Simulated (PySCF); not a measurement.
Compound: C5H5O3 (doublet state).
Numbering: `[CH3:1][CH:2][C:3](=[C:4]=[O:5])[O:6][CH:7]=[O:8]` (hydrogens: H9, H10, H11 on C1; H12 on C2; H13 on C7)

Structure used (GFN2-xTB), in Å, numbered top down from 1:
```
atom  x, y, z in Å
C1     2.0001   -0.2061   -0.0433
C2     0.5885   -0.3933    0.3718
C3    -0.3925    0.5653    0.1520
C4    -0.1939    1.7212   -0.5085
O5     0.0440    2.7621   -0.9831
O6    -1.7246    0.3539    0.5816
C7    -2.3717   -0.7128    0.1276
O8    -1.9775   -1.5307   -0.6433
H9     2.2041   -0.7411   -0.9747
H10    2.6723   -0.6098    0.7128
H11    2.2282    0.8461   -0.2011
H12    0.2893   -1.3371    0.7929
H13   -3.3708   -0.7172    0.5975
```

The hyperfine couplings belong to this conformer and change with its torsions.

Computed, not measured: PySCF 2.14.0, UKS B3LYP, pcH-1 on C H O, non-relativistic, mean-field spin-orbit, GIAO. The structure is a single GFN2-xTB conformer in the gas phase; no vibrational or solvent corrections. The geometry wasn't refined by DFT: couplings that depend on bond lengths, twists or pyramidal angles can differ widely from those at the functional's own minimum. Stability of the SCF solution: not tested.

Task: The isotropic 13C couplings are +66.6, -47.8, +32.7, -23.5, -4.4 MHz. Assign them to C1; C2; C3; C4; C7.

Result: 
```
site  a_iso (MHz)  ρ(0) (bohr⁻³)                 position  distance from C2 (Å)  spin population  largest |T| (MHz)
  C1        -23.5        -0.0209           1 bond from C2                  1.48            -0.06                1.3
  C2        +66.6        +0.0593  largest spin population                  0.00            +0.74              117.7
  C3        -47.8        -0.0425           1 bond from C2                  1.39            -0.16               21.1
  C4        +32.7        +0.0291          2 bonds from C2                  2.42            +0.32               64.2
  C7         -4.4        -0.0039          3 bonds from C2                  2.99             0.00                1.0
```

Task: The isotropic 17O couplings are -14.9, +7.6, -2.1 MHz. Assign them to O5; O6; O8.

Result: 
```
site  a_iso (MHz)  ρ(0) (bohr⁻³)         position  distance from C2 (Å)  spin population  largest |T| (MHz)
  O5        -14.9        +0.0246  3 bonds from C2                  3.48            +0.13               62.4
  O6         +7.6        -0.0126  2 bonds from C2                  2.44             0.00                2.7
  O8         -2.1        +0.0035  4 bonds from C2                  2.98             0.00                1.5
```

Task: Match the computed a_iso(1H) values +48.9, -43.9, -0.3 MHz (means over equivalent nuclei) with the sites H9/H10/H11; H12; H13.

Result: 
```
      site  a_iso (MHz)  ρ(0) (bohr⁻³)            position  distance from C2 (Å)  bound to  spin population there  largest |T| (MHz)
H9/H10/H11        +48.9        +0.0109  β, 2 bonds from C2                  2.13        C1                  -0.06                6.1
       H12        -43.9        -0.0098   α, 1 bond from C2                  1.08        C2                  +0.74               28.6
       H13         -0.3        -0.0001     4 bonds from C2                  3.98        C7                   0.00                1.5
```

ρ(0) is the spin density at the nucleus and T the dipolar tensor; entries for several nuclei are means. The Mulliken spin populations are largest on C2 (+0.74), C4 (+0.32), C3 (-0.16) and O5 (+0.13). The angles at C2 add up to 359.8°, so it is planar; its axial dipolar tensor and the negative coupling of its proton fit spin in a p orbital normal to that plane.

Means are taken over nuclei equivalent by connectivity, which assumes that they swap fast. The three 1H nuclei of mean +48.9 MHz run from 11.4 to 90.4 MHz in the frozen geometry.
